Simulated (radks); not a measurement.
Problem. Hf3+, configuration [Xe] 4f13.5 5d1 6s0.5 (fractional occupations, a model configuration). All-electron calculation, Dirac Kohn-Sham, PBE, spin-unpolarised, spherical densities, finite nucleus; open shells fill j = l - 1/2 first; Fermi nuclear charge, rms radius 5.347 fm. Program: a radial shooting solver on a logarithmic mesh with Libxc functionals. Some entries of the table are withheld. Estimate them.

orbital,occ.,eigenvalue (eV),<r> (bohr),<r^2> (bohr^2)
1s1/2,2,-65211.50,0.01899,0.0004952
2s1/2,2,(1),0.07978,0.007584
2p1/2,2,-10675.04,0.06612,0.005433
2p3/2,4,-9483.283,0.07385,0.006639
3s1/2,2,-2572.132,0.2082,(2)
3p1/2,2,-2350.636,0.1981,0.04571
3p3/2,4,-2095.252,0.2125,0.05237
3d3/2,4,-1719.635,0.1863,0.04080
3d5/2,6,-1663.939,0.1908,0.04264
4s1/2,2,-545.0035,0.4679,0.2474
4p1/2,2,-454.1533,0.4743,0.2563
4p3/2,4,-395.6109,0.5070,0.2926
4d3/2,4,(3),0.5276,0.3231
4d5/2,6,(4),0.5390,0.3371
5s1/2,2,-97.8411,1.122,1.413
5p1/2,2,-71.5946,1.238,1.733
5p3/2,4,-63.3529,1.335,2.015
4f5/2,6,-50.7087,0.6546,0.5455
4f7/2,7.5,-48.9187,0.6655,0.5650
5d3/2,1,-29.5859,(5),3.951
5d5/2,0,-28.8186,(6),4.141
6s1/2,0.5,-27.0513,2.733,8.324

Solution. 
(1) 2s1/2 eigenvalue (eV): -11173.63
(2) 3s1/2 <r^2> (bohr^2): 0.04968
(3) 4d3/2 eigenvalue (eV): -246.1111
(4) 4d5/2 eigenvalue (eV): -235.3700
(5) 5d3/2 <r> (bohr): 1.848
(6) 5d5/2 <r> (bohr): 1.893
